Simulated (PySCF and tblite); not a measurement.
Values are calculated unless marked as measured or tabulated.
C8H10, numbered as in [CH2:1]=[CH:2][C:3]1=[CH:4][CH:5]=[CH:6][CH2:7][CH2:8]1.

First level. Conformers came from 60 starts (ETKDG and KDG, MMFF94s, GFN2-xTB); geometries are GFN2-xTB. Weights use PBE0-D3(BJ)/pcSseg-1 energies plus GFN2-xTB zero-point and thermal terms (modes under about 50 cm⁻¹ blended into free rotors). Symmetry numbers and mirror images are counted. Conformers within 5 kcal/mol (GFN2-xTB free energy) were kept, 10 at most. GIAO shieldings: PBE0/pcSseg-1. Shifts are against TMS (¹H), TMS (¹³C) at the same level; of two unlike H on one atom, a is the less shielded. Codes: tblite and PySCF.

It gives, at 298.15 K, with 2 conformers (largest weight 100 %): ¹H: 6.68 (H2, 1H), 6.36 (H5, 1H), 6.16 (H6, 1H), 6.15 (H4, 1H), 5.52 (H1a, 1H), 5.40 (H1b, 1H), 2.31 (H8, 2H), 2.31 (H7, 2H) ppm. ¹³C: 146.9 (C2), 142.5 (C3), 136.0 (C6), 133.5 (C4), 132.9 (C5), 117.8 (C1), 26.8 (C7), 24.8 (C8) ppm.

Second level: GFN2-xTB geometries, energies HSE06-D3(BJ)/pcSseg-1, shieldings HSE06/pcSseg-1, on up to 4 of the same conformers.

Problem. How do the averaged shifts change?

Solution. 
```csv
signal,first,second,change (ppm)
H1a,5.52,5.50,-0.02
H1b,5.40,5.38,-0.02
H2,6.68,6.67,-0.02
H4,6.15,6.14,-0.01
H5,6.36,6.35,-0.01
H6,6.16,6.15,-0.01
H7,2.31,2.31,0.00
H8,2.31,2.32,0.00
C1,117.8,117.8,0.1
C2,146.9,147.1,0.2
C3,142.5,142.9,0.4
C4,133.5,133.8,0.2
C5,132.9,133.2,0.2
C6,136.0,136.2,0.2
C7,26.8,26.9,0.1
C8,24.8,24.9,0.1
```

The largest weight becomes 100 %.

Shifts are unscaled: against experiment ¹³C can be off by 15 ppm or more and ¹H by 0.8 ppm.
